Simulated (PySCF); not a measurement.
# From computed data to an observable: entropy of an ideal gas

AsH4Si, SMILES [SiH3][AsH], multiplicity 2.

Geometry optimised at PBE0-D3(BJ)/def2-TZVP. The isomer is the one that the SMILES or the coordinates give; other isomers of the formula were not compared.

PBE0-D3(BJ)/def2-TZVP in PySCF 2.14.0 gives the harmonic wavenumbers 164, 362, 445, 474, 707, 881, 934, 938, 2187, 2209, 2218, 2233 cm⁻¹ and the rotational temperatures 2.9501, 0.1841, 0.1809 K. The molar mass is 107.04 g/mol, the symmetry number 1, the spin multiplicity 2.

Problem. Work out the entropy at 298.15 K and 1 atm in the rigid-rotor, harmonic-oscillator model.

Solution. 
Translation (Sackur–Tetrode at 1 atm): S = R[1.5 ln M + 2.5 ln T − 1.16487] = 167.0 J/(mol K).
Rotation: q = (√π/σ) T^1.5/√(θA θB θC) = 29100, S = R[ln q + 3/2] = 97.9 J/(mol K).
Vibration: with u = 1.4388 ν/T, each mode gives R[u/(e^u − 1) − ln(1 − e^−u)]:
| ν (cm⁻¹) | modes | u | S (J/(mol K)) |
|---|---|---|---|
| 164 | 1 | 0.79 | 10.47 |
| 362 | 1 | 1.75 | 4.66 |
| 445 | 1 | 2.15 | 3.39 |
| 474 | 1 | 2.29 | 3.04 |
| 707 | 1 | 3.41 | 1.25 |
| 881 | 1 | 4.25 | 0.63 |
| 934 | 1 | 4.51 | 0.51 |
| 938 | 1 | 4.53 | 0.50 |
The stiffer modes add less than 0.005 each. Sum 24.5 J/(mol K).
Spin: R ln 2 = 5.8 J/(mol K).
Total 295.2 J/(mol K); the program's own thermochemistry gives 295.2. Translation makes up 57 % and vibration 8 %. Anharmonicity, hindered rotation and orbital degeneracy are left out.
